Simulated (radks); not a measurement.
Q: The mean radii <r> (bohr) of the occupied orbitals of an atom or ion are listed with their occupations. Calculated with a radial shooting solver on a logarithmic mesh with Libxc functionals: scalar-relativistic Kohn-Sham, PBE, spin-polarised, spherical densities, finite nucleus; Fermi nuclear charge, rms radius of each element as measured or else 0.836 A^(1/3) + 0.57 fm.

| orbital | occ. | <r> |
|---|---|---|
| 1s up | 1 | 0.03609 |
| 1s down | 1 | 0.03609 |
| 2s up | 1 | 0.1580 |
| 2s down | 1 | 0.1580 |
| 2p up | 3 | 0.1377 |
| 2p down | 3 | 0.1377 |
| 3s up | 1 | 0.4416 |
| 3s down | 1 | 0.4414 |
| 3p up | 3 | 0.4435 |
| 3p down | 3 | 0.4432 |
| 3d up | 5 | 0.4284 |
| 3d down | 5 | 0.4276 |
| 4s up | 1 | 1.054 |
| 4s down | 1 | 1.053 |
| 4p up | 2 | 1.122 |

Name the element and its charge. Open shells, if any, are filled with parallel spins first.

A: Z = 41, niobium, charge +9: Nb9+ in [Ar] 3d10 4s2 4p2. The 1s radius gives Z: for a bare nucleus <r> = (2 gamma + 1)/(2Z) with gamma = sqrt(1 - (Z/c)^2), 0.03547 bohr for Z = 41, and screening makes it slightly larger (0.03609 here). The occupations add up to 32, and the charge is Z minus that.
